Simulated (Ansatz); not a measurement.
A nudged elastic band was laid between two geometries of C2H9NSSi (14 atoms, charge 0, multiplicity 1).

The calculation used RKS B3LYP/cc-pVDZ (Ansatz 0.2.0).

```
movable images  : 7
climbing image  : yes
spring          : 5.0 eV/Å²
optimiser       : quadratic models (default)
start path      : through a guess of the saddle point
force threshold : 0.05 eV/Å
iteration limit : 60
end points      : relaxed
```

Image 0:

```xyz
14
Properties=species:S:1:pos:R:3
C -1.767 1.720 0.028
S 0.066 1.728 0.246
Si 0.577 -0.285 -0.447
C 0.016 -1.604 0.777
N 2.303 -0.441 -0.684
H -2.255 1.055 0.757
H -2.042 1.419 -0.994
H -2.112 2.749 0.200
H -0.100 -0.479 -1.770
H 0.245 -2.610 0.388
H 0.520 -1.479 1.750
H -1.071 -1.541 0.952
H 2.873 -0.475 0.161
H 2.733 0.214 -1.336
```

Image 8:

```xyz
14
Properties=species:S:1:pos:R:3
C -2.050 1.692 -0.185
S -0.334 1.859 0.450
Si 0.549 -0.921 -0.854
C 0.253 -1.772 0.861
N 2.288 -0.829 -0.786
H -2.625 1.214 0.621
H -2.067 1.047 -1.075
H -2.484 2.677 -0.401
H 0.193 2.452 -0.652
H 0.345 -2.866 0.721
H 0.971 -1.469 1.644
H -0.768 -1.584 1.235
H 2.878 -1.056 0.014
H 2.837 -0.474 -1.564
```

Task: Which bonds break or form, and what moves?

Result: Bonds broken: S2–Si3, Si3–H9. Bonds formed: S2–H9. C2H9NSSi becomes CH4S + CH5NSi.

Task: What energy profile does the band end with?

Result: The forces met the threshold. The highest image is number 4 of 0 to 8, 55.8 kcal/mol above the first end and 13.8 kcal/mol above the last; the last end lies 42.0 kcal/mol above the first. Neighbouring images differ by up to 1.4 eV, so the band resolves the path poorly. A vibrational analysis at the climbing image gives one clearly imaginary mode, 848i cm⁻¹: a first-order saddle point. The orbitals stay closed-shell, which can raise the energy where a bond breaks towards radicals; this wasn't checked here.

| image | path coordinate (Å) | energy (kcal/mol) | S2–Si3 (Å) | Si3–H9 (Å) | S2–H9 (Å) |
| --- | --- | --- | --- | --- | --- |
| 0 | 0.00 | 0.0 | 2.19 | 1.50 | 2.99 |
| 1 | 0.68 | 0.2 | 2.19 | 1.50 | 2.99 |
| 2 | 1.35 | 2.5 | 2.20 | 1.49 | 2.88 |
| 3 | 2.03 | 24.1 | 2.32 | 1.47 | 2.35 |
| 4 | 2.71 | 55.8 | 2.67 | 1.61 | 1.74 |
| 5 | 3.53 | 45.0 | 3.16 | 2.44 | 1.37 |
| 6 | 4.36 | 42.4 | 3.17 | 3.22 | 1.36 |
| 7 | 5.18 | 42.1 | 3.19 | 3.38 | 1.36 |
| 8 | 6.01 | 42.0 | 3.19 | 3.40 | 1.36 |

Task: What is the geometry of the highest image?

Result: 
```xyz
14
Properties=species:S:1:pos:R:3
C -1.821 1.583 0.112
S -0.018 1.902 -0.018
Si 0.664 -0.554 -0.809
C -0.046 -1.511 0.667
N 2.386 -0.662 -0.674
H -2.089 1.315 1.145
H -2.113 0.754 -0.558
H -2.377 2.482 -0.188
H 0.111 0.843 -1.387
H 0.043 -2.595 0.478
H 0.498 -1.267 1.595
H -1.111 -1.278 0.813
H 2.860 -0.801 0.216
H 3.000 -0.240 -1.363
```

Run time: 3.9 min on 2 threads of AMD EPYC 9R45 96-Core Processor (Zen 5), with other jobs on the host, peak memory 0.34 GiB.
